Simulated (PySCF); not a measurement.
NICS in rings of unrelated molecules.

NICS = −σ at a ghost point: NICS(0) at the centroid of the ring atoms, NICS(1) 1 Å to either side along the normal of their mean plane, zz for the tensor component along that normal. Level: GIAO PBE0/pcSseg-1 (PySCF, non-relativistic, gas phase) on the GFN2-xTB geometries, one conformer each. Atom numbers follow the mapped SMILES.

Question: Order these rings by mean NICS(1)zz, lowest (most negative) first (ppm).
A. ring C4–S5–N6–N7–C8 in `[CH3:1][N:2]([CH3:3])[c:4]1[s:5][n:6][n:7][c:8]1[C:9]([F:10])([F:11])[F:12]`
B. ring C3–C4–C6–C7–P8 in `[CH2:1]=[CH:2][C:3]1=[C:4]([CH3:5])[CH:6]=[CH:7][P@:8]1(=[O:9])[CH:10]=[CH2:11]`
C. ring C3–C4–C10–C9–C8 in `[OH:1][CH2:2][C@@:3]12[C@H:4]3[CH:5]=[CH:6][C@@H:7]1[C@@H:8]2[CH:9]=[CH:10]3`
D. ring C2–C3–C4–C5–C6–C10 in `[CH3:1][c:2]1[cH:3][cH:4][cH:5][c:6](/[P:7]=[CH:8]\[F:9])[cH:10]1`
E. ring C3–C4–C6–C7–C8–C9 in `[CH3:1][CH2:2][C:3]1=[C:4]([CH3:5])[CH2:6][CH2:7][CH:8]=[CH:9]1`
F. ring C7–C8–C9–O10–C11 in `[CH3:1][C:2]#[C:3][P:4]([CH2:5][CH3:6])[c:7]1[cH:8][cH:9][o:10][cH:11]1`
G. ring C4–C5–C6–C7–C9 in `[CH3:1][CH:2]([CH3:3])[C:4]1=[CH:5][CH2:6][C@@H:7]2[CH2:8][C@H:9]12`

Answer: D (-27.4), F (-26.1), A (-22.9), C (-10.5), G (-2.4), B (1.7), E (3.0).

```
                              SMILES                                                       ring  NICS(0)  NICS(1)  NICS(1)zz  HOMA  rms pucker (Å)  ring atoms with four or more neighbours
                   Cc1cccc(/P=C\F)c1           6-membered carbocycle; formal bonds all aromatic     -8.1    -10.9      -27.4  1.00            0.01                                        0
                    CC#CP(CC)c1ccoc1          5-membered ring with O; formal bonds all aromatic    -11.4    -10.2      -26.1  0.46            0.00                                        0
                CN(C)c1snnc1C(F)(F)F  5-membered ring with 2 N and S; formal bonds all aromatic     -9.8    -10.7      -22.9     –            0.00                                        0
OC[C@@]12[C@H]3C=C[C@@H]1[C@@H]2C=C3     5-membered carbocycle; formal bonds 1 double, 4 single     -8.8     -7.3      -10.5     –            0.08                                        3
           CC(C)C1=CC[C@@H]2C[C@H]12     5-membered carbocycle; formal bonds 1 double, 4 single     -5.8     -4.3       -2.4     –            0.01                                        3
           C=CC1=C(C)C=C[P@]1(=O)C=C    5-membered ring with P; formal bonds 2 double, 3 single      0.5     -2.2        1.7     –            0.01                                        1
                     CCC1=C(C)CCC=C1     6-membered carbocycle; formal bonds 2 double, 4 single      1.2     -1.7        3.0     –            0.17                                        2
```

NICS(0) gives another order. The isotropic NICS(1) gives another order. HOMA uses Krygowski's 1993 parameters; it is left out where a ring has a four-coordinate atom, a triple bond, no multiple bond or a kind of bond without parameters. NICS(1) and NICS(1)zz are means over the two faces.
